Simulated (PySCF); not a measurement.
Gas-phase equilibrium of 1 mol GeCl4, 55 mol H2 at 1200 K and 0.100 bar, among 17 species (GeH4, Ge2H6, GeH3Cl, HCl, GeCl3, H, H2, Ge3H8, GeHCl3, GeH3, GeCl4, Cl, Cl2, GeCl2, GeHCl, GeH2, GeH2Cl2). Only gases are allowed; each row takes one source of thermochemistry for all species, and Cantera finds the minimum.

Method: PySCF energies plus ideal-gas RRHO corrections (1 bar). † marks an energy on the PBE0/def2-TZVP geometry and frequencies; other levels use their own. CCSD(T) freezes the core. Open shells (unrestricted) among the columns below: H (multiplicity 2); the rest are closed-shell singlets. Ge: all electrons, no relativistic terms. GeHCl, GeH2: computed as isolated molecules; such fragments, hydroxides, amides, oligomers or adducts are transient or little studied in the gas. CCSD(T) isn't extrapolated to the basis-set limit. The harmonic model lacks anharmonicity and excited electronic states, which grow with temperature; levels with a mode under 35 cm⁻¹ are left out.

Molecules larger than those listed are left out, and so are free Ge atoms, whose spin-orbit terms are large.

With BLYP/def2-TZVP† thermochemistry: H2 0.95, HCl 0.035, GeCl2 0.018, GeHCl 1.0e-5, H 6.6e-7, GeH2 5.1e-9, GeH3Cl 1.6e-10, GeH4 3.7e-11.

Question: How far does the composition move with the other sources (CCSD(T)/def2-SVP†, M06-2X/def2-TZVP†, PBE0/def2-SVP†, PBE0/def2-TZVP, LDA/def2-TZVP†)?

Answer: 
```
thermochemistry    x H2  x HCl  x GeCl2  x GeHCl     x H  x GeH2  x GeH3Cl   x GeH4
-----------------  ----  -----  -------  -------  ------  ------  --------  -------
BLYP/def2-TZVP†    0.95  0.035    0.018   1.0e-5  6.6e-7  5.1e-9   1.6e-10  3.7e-11
CCSD(T)/def2-SVP†  0.95  0.035    0.017  0.00013  2.3e-6  1.1e-6    4.5e-7   4.2e-7
M06-2X/def2-TZVP†  0.95  0.035    0.018   7.5e-6  8.7e-7  2.6e-9    5.3e-9  1.5e-10
PBE0/def2-SVP†     0.95  0.035    0.018   3.1e-5  2.9e-6  6.5e-8    1.6e-7   7.4e-8
PBE0/def2-TZVP     0.95  0.035    0.018   2.2e-5  1.9e-6  2.5e-8    4.4e-8   1.0e-8
LDA/def2-TZVP†     0.95  0.035    0.018   1.2e-5  3.0e-7  8.8e-9    1.5e-7   6.9e-8
```
The most sensitive of these is GeH4: it spans a factor of 10^4.1 over these rows; at this temperature one factor of ten is RT ln 10 = 23 kJ/mol.
